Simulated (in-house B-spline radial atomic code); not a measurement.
Ionisation energies along the 51-electron series, configuration [Kr] 4d10 4f5, as differences of self-consistent energies. Dirac energy differences include first-order Breit, QED and recoil terms. NIST's values go from ground level to ground level; the uncertainty of those that are theory runs from under 0.1 % in few-electron ions to several per cent in heavy many-electron ones. Computed with a radial B-spline atomic code at the basis-set limit: Dirac-Hartree-Fock, average of the configuration, finite nuclei.

```
  ion  configuration after  ionisation energy (eV)  IE/(q+1)² (eV)  Breit and QED recoil part (eV)  tabulated value (eV)  computed minus tabulated (eV)
Tb14+        [Kr] 4d10 4f4                   282.0          1.2532                        0.093835                   294                          -12.0
Dy15+        [Kr] 4d10 4f4                   319.0          1.2459                        0.097606                   332                          -13.0
Ho16+        [Kr] 4d10 4f4                   357.8          1.2381                         0.10032                   373                          -15.2
Er17+        [Kr] 4d10 4f4                   398.5            1.23                         0.10196                   415                          -16.5
Tm18+        [Kr] 4d10 4f4                   441.1          1.2219                         0.10251                   460                          -18.9
Yb19+        [Kr] 4d10 4f4                   485.5          1.2137                         0.10195                   505                          -19.5
Lu20+        [Kr] 4d10 4f4                   531.7          1.2056                         0.10026                   560                          -28.3
Hf21+        [Kr] 4d10 4f4                   579.6          1.1976                        0.097419                   610                          -30.4
Ta22+        [Kr] 4d10 4f4                   629.4          1.1898                        0.093388                   660                          -30.6
 W23+        [Kr] 4d10 4f4                   680.9          1.1822                        0.088141                 685.6                           -4.7
Re24+        [Kr] 4d10 4f4                   734.3          1.1748                        0.081646                   760                          -25.7
Os25+        [Kr] 4d10 4f4                   789.3          1.1676                         0.07387                   820                          -30.7
Ir26+        [Kr] 4d10 4f4                   846.2          1.1607                        0.064783                   870                          -23.8
Pt27+        [Kr] 4d10 4f4                   904.7           1.154                        0.054344                   930                          -25.3
Au28+        [Kr] 4d10 4f4                   965.1          1.1475                        0.042518                   990                          -24.9
Hg29+        [Kr] 4d10 4f4                  1027.1          1.1413                        0.029278                  1050                          -22.9
Tl30+        [Kr] 4d10 4f4                  1090.9          1.1352                        0.014582                  1110                          -19.1
Pb31+        [Kr] 4d10 4f4                  1156.5          1.1294                      -0.0016025                  1180                          -23.5
Bi32+        [Kr] 4d10 4f4                  1223.7          1.1237                       -0.019325                  1250                          -26.3
```

Where a p, d or f electron is removed, the computed value is a mean over both j, so it misses the tabulated one by a part of the spin-orbit splitting; averaging over terms and missing correlation add to the gap, relatively most at low charge.
